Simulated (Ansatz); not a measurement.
A run for Ansatz (a first-principles code): R-CCSD(T)/def2-TZVPPD on H3NSn (SMILES [NH2][SnH]), atoms moved off the minimum. Elements past Kr take the def2 small-core potentials; no spin–orbit coupling. Files ending in .json are basis or fitting sets from the Basis Set Exchange. The run froze 10 orbitals, filled d shells among them.

Ansatz 0.2 input:
```yaml
crystal:
  periodic: [false, false, false]
  atoms:
    - {symbol: Sn, position_ang: [-0.19076187, 0.17976145, 0.22893083]}
    - {symbol: H, position_ang: [-0.63296834, 1.39164656, -0.99503022]}
    - {symbol: N, position_ang: [0.68289115, -0.96260547, -1.15001819]}
    - {symbol: H, position_ang: [0.70922236, -0.84665763, -2.25319982]}
    - {symbol: H, position_ang: [1.14662992, -1.93299128, -0.87368130]}
basis:
  gaussian:
    orbitals: def2-TZVPPD.json
magnetization: {spin_polarized: false}
correlation: {method: ccsd_t, electrons: outside_noble_gas}
scf: {lower_state_search: off}
output: {forces: true}
```

Q: Give the final energy of this run.

A: -269.9035 hartree (reference determinant -269.5490, T1 diagnostic 0.018).

Q: How many basis functions does it have, and what does it roughly cost on one machine?

A: 144 functions; about 70 core-seconds (a rough figure).
